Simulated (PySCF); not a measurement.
## Silver: a sound run and one with changed settings

Sound run: Ag⁺ [Kr] 4d10, Ag²⁺ [Kr] 4d9. Computed with PySCF 2.14 in x2c-TZVPall, with the spin-free X2C one-electron Hamiltonian (Gaussian nucleus). The sound run starts from symmetry-adapted Hartree-Fock orbitals and uses a fine grid where one is needed.

A second run was set up differently.

```tsv
species	method	sound run (hartree)	changed run (hartree)	converged
Ag⁺	UHF	-5312.57852	-5312.57852	yes
Ag⁺	M06-L	-5315.00855	-5315.00855	yes
Ag⁺	LDA	-5309.58831	-5309.58831	yes
Ag²⁺	UHF	-5311.85218	-5311.85218	yes
Ag²⁺	M06-L	-5314.22501	-5314.25166	yes
Ag²⁺	LDA	-5308.76675	-5308.77942	yes
```

Ionisation energy of Ag⁺:

```tsv
method	sound run (eV)	changed run (eV)
UHF	19.765	19.765
M06-L	21.321	20.596
LDA	22.356	22.011
```

What was changed?
A. basis contracted for another Hamiltonian
B. level shift left on
C. angular grid far too coarse
D. all electrons correlated in a valence basis

C. It used 26 angular points. A coarse angular grid integrates products of high-l functions wrongly, so density functionals can shift, and the SCF can exploit the error; Hartree-Fock and MP2 need no grid.
